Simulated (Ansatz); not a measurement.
Mulliken charges of CH₃F₄MoN (`C[N]=[Mo]([F])([F])([F])[F]`) from r2SCAN/def2-TZVPP in Ansatz (PBE0-D4/def2-TZVP geometry).

```json
{"atom": "C1", "x (Å)": "0.415", "y (Å)": "-1.710", "z (Å)": "-0.057", "charge (e)": "0.002"}
{"atom": "N2", "x (Å)": "0.084", "y (Å)": "-0.336", "z (Å)": "-0.006", "charge (e)": "-0.509"}
{"atom": "Mo3", "x (Å)": "-0.301", "y (Å)": "1.291", "z (Å)": "0.045", "charge (e)": "1.729"}
{"atom": "F4", "x (Å)": "-2.143", "y (Å)": "1.320", "z (Å)": "-0.158", "charge (e)": "-0.372"}
{"atom": "F5", "x (Å)": "-0.205", "y (Å)": "1.825", "z (Å)": "-1.727", "charge (e)": "-0.372"}
{"atom": "F6", "x (Å)": "-0.603", "y (Å)": "1.627", "z (Å)": "1.842", "charge (e)": "-0.372"}
{"atom": "F7", "x (Å)": "1.334", "y (Å)": "2.132", "z (Å)": "0.274", "charge (e)": "-0.372"}
{"atom": "H8", "x (Å)": "-0.434", "y (Å)": "-2.305", "z (Å)": "0.289", "charge (e)": "0.088"}
{"atom": "H9", "x (Å)": "1.278", "y (Å)": "-1.904", "z (Å)": "0.585", "charge (e)": "0.089"}
{"atom": "H10", "x (Å)": "0.658", "y (Å)": "-1.990", "z (Å)": "-1.085", "charge (e)": "0.088"}
```

Task: By hand: the dipole of these point charges (1 e Å = 4.8032 D).

Result: Σ q r = (0.173, -0.716, -0.023) e Å, of length 0.737 e Å = 3.54 D.

Task: How does the dipole of the full density compare? (An estimate is asked.)

Result: Ansatz gave: (0.204, -0.855, -0.029) e Å, 4.22 D; the point charges give 0.84 times that, at 0° from its direction.

Point charges leave out the atoms' own dipoles, such as those of lone pairs, and Mulliken's split depends on the basis, so the two needn't agree.
